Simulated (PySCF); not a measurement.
Species: C₈H₉B.
Cartesian coordinates in Å at the PBE0-D3(BJ)/def2-SVP level; atoms count from 1:
```xyz
18
C8H9B angstrom
B     -3.1421    0.0836   -0.0020
C     -1.6201   -0.0916    0.1255
C     -0.8894   -0.8584   -0.8038
C      0.4850   -1.0155   -0.6890
C      1.1949   -0.4155    0.3651
C      2.6452   -0.6183    0.4445
C      3.4682   -0.1778    1.4042
C      0.4775    0.3555    1.2986
C     -0.8938    0.5090    1.1777
H     -3.7434   -0.4402   -0.9127
H     -3.7502    0.7480    0.8069
H     -1.4204   -1.3359   -1.6316
H      1.0315   -1.6147   -1.4222
H      3.0733   -1.1996   -0.3798
H      3.1155    0.4027    2.2608
H      4.5386   -0.3908    1.3635
H      1.0044    0.8396    2.1235
H     -1.4333    1.1122    1.9130
```

Computed with PySCF at CAM-B3LYP/def2-SVPD, non-relativistic, on one gas-phase PBE0-D3(BJ)/def2-SVP geometry that isn't relaxed in the solvent. The solvent is an IEF-PCM continuum (cavity from Bondi-type radii × 1.2). The model holds no explicit solvent molecules, cavitation or dispersion.

```json
{"medium": "gas phase", "total energy (Eh)": "-334.649181", "HOMO (eV)": "-8.102", "LUMO (eV)": "-1.262", "dipole (D)": "1.923"}
{"medium": "dimethylsulfoxide (ε = 46.83)", "total energy (Eh)": "-334.654159", "HOMO (eV)": "-8.033", "LUMO (eV)": "-1.252", "dipole (D)": "2.584"}
```

Q: What is E(solvent) − E(gas) in dimethylsulfoxide, in kcal/mol?

A: -334.654159 − (-334.649181) = -0.004978 Eh = -3.12 kcal/mol.

Q: Scale it by Onsager's factor (ε − 1)/(2ε + 1) to cyclohexane (ε = 2.017), and compare with the calculation.

A: The factor goes from 0.484 to 0.202, a ratio of 0.417, which gives -1.30 kcal/mol. The calculation gives -1.14 kcal/mol (total energy -334.651000 Eh), so the scaled value is 14.2 % too large in size.

Q: Scale the changes of the other columns the same way. What are the values in cyclohexane?

A: 
```
  quantity  scaled  computed  difference
 HOMO (eV)  -8.073    -8.049      -0.024
 LUMO (eV)  -1.258    -1.234      -0.024
dipole (D)   2.198     2.186      +0.012
```

Q: How does each lowering split into the polarisation term (half the interaction with the induced surface charges) and the distortion of the solute's density?

A: dimethylsulfoxide: -3.59 + 0.47 kcal/mol, the distortion taking back 13 % of the polarisation term; cyclohexane: -1.20 + 0.06 kcal/mol, the distortion taking back 5 % of the polarisation term.
